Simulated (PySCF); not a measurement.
```xyz
4
charge -1 multiplicity 3, angstrom
Ni    0.0000    0.0000   -0.1120
F     1.8268    0.0000    0.1183
F    -0.9134    1.5821    0.1183
F    -0.9134   -1.5821    0.1183
```

Level of theory: UB3LYP/[Ni def2-SVPD, F def2-SVPD], no relativity, density fitting, PySCF.

This geometry of [NiF3]- is a stationary point at this level.

(1) What is the point group?

(2) Is it a minimum?

(3) Which band is strongest in the infrared?

(4) What are the dipole moment and the gap between the highest occupied and lowest empty levels of either spin?

(5) Give the ideal-gas entropy at 298.15 K and 1 bar by parts.

Answers

(1) C3v.

(2) Yes: all harmonic wavenumbers are real.

(3) 553 cm⁻¹ (e), 305 km/mol.

(4) 1.40 D about the centre of mass and 5.06 eV.

(5) translation 168.0, rotation 99.2, vibration 42.2, spin 9.1; total 318.6 J/(mol K).

This need not be the most stable arrangement of these atoms. With open d or f shells other occupations or spin states may lie lower. The lowest empty level of this anion is unbound, so it and the gap depend on the basis.
